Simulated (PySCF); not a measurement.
**Peak assignment**

Geometry:
```json
{"atom": "C1", "x (Å)": "3.244", "y (Å)": "-0.245", "z (Å)": "0.762"}
{"atom": "S2", "x (Å)": "2.207", "y (Å)": "1.025", "z (Å)": "1.562"}
{"atom": "Si3", "x (Å)": "0.405", "y (Å)": "0.914", "z (Å)": "0.419"}
{"atom": "S4", "x (Å)": "-0.109", "y (Å)": "-1.164", "z (Å)": "0.181"}
{"atom": "C5", "x (Å)": "-1.454", "y (Å)": "-0.977", "z (Å)": "-1.046"}
{"atom": "C6", "x (Å)": "-2.568", "y (Å)": "-0.262", "z (Å)": "-0.378"}
{"atom": "N7", "x (Å)": "-2.685", "y (Å)": "0.977", "z (Å)": "-0.541"}
{"atom": "H8", "x (Å)": "3.490", "y (Å)": "0.069", "z (Å)": "-0.247"}
{"atom": "H9", "x (Å)": "4.146", "y (Å)": "-0.326", "z (Å)": "1.358"}
{"atom": "H10", "x (Å)": "2.712", "y (Å)": "-1.191", "z (Å)": "0.754"}
{"atom": "H11", "x (Å)": "0.609", "y (Å)": "1.435", "z (Å)": "-0.925"}
{"atom": "H12", "x (Å)": "-0.572", "y (Å)": "1.614", "z (Å)": "1.225"}
{"atom": "H13", "x (Å)": "-1.073", "y (Å)": "-0.412", "z (Å)": "-1.894"}
{"atom": "H14", "x (Å)": "-1.727", "y (Å)": "-1.989", "z (Å)": "-1.339"}
{"atom": "H15", "x (Å)": "-3.193", "y (Å)": "-0.882", "z (Å)": "0.277"}
{"atom": "H16", "x (Å)": "-3.440", "y (Å)": "1.425", "z (Å)": "-0.027"}
```

How the numbers were obtained: NMR shieldings at PBE0/pcSseg-1/GIAO, GFN2-xTB structure, in PySCF (rapidly exchanging positions averaged, a single conformation, non-relativistic, isolated molecule).

Scale: 13C, 1H against TMS (reference shieldings calculated alike).

**Question.** Assign these signals to the numbered atoms. 13C{1H} NMR (computed): δ 170.7, 39.0, 15.1.

**Answer.** 
| δ (ppm) | atoms | environment | reason |
| --- | --- | --- | --- |
| 170.7 | C6 | carbon bonded to C, N, H | – |
| 39.0 | C5 | carbon bonded to C, S, 2 H | – |
| 15.1 | C1 | carbon bonded to S, 3 H | – |

**Question.** Assign these signals to the numbered atoms. 1H NMR (600 MHz, computed): δ 10.80 (br s, 1H), 8.09 (t, 1H), 5.23 (s, 2H), 3.26 (d, 2H), 2.19 (s, 3H).

**Answer.** 
| δ (ppm) | atoms | environment | reason |
| --- | --- | --- | --- |
| 10.80 | H16 | hydrogen on a nitrogen bonded to C | – |
| 8.09 | H15 | hydrogen on a carbon bonded to C, N | – |
| 5.23 | H11/H12 | hydrogen on a silicon bonded to 2 S | – |
| 3.26 | H13/H14 | hydrogen on a carbon bonded to C, S | – |
| 2.19 | H8/H9/H10 | hydrogen on a carbon bonded to S | – |

OH/NH shifts are gas-phase values; hydrogen bonding in solution moves them, usually downfield. Shifts are as computed. Against solution values, carbons near 30 ppm lie about +3 ppm off and those near 130 ppm about +5 ppm. Of 1211 compounds with measured shifts, 218 miss one by over three times the rms of a fit or turn the order of signals round; such compounds aren't used in these exercises. Multiplicities follow the n + 1 count of equivalent neighbours, as no J values were calculated; m marks all less simple cases, F and P coupling included.
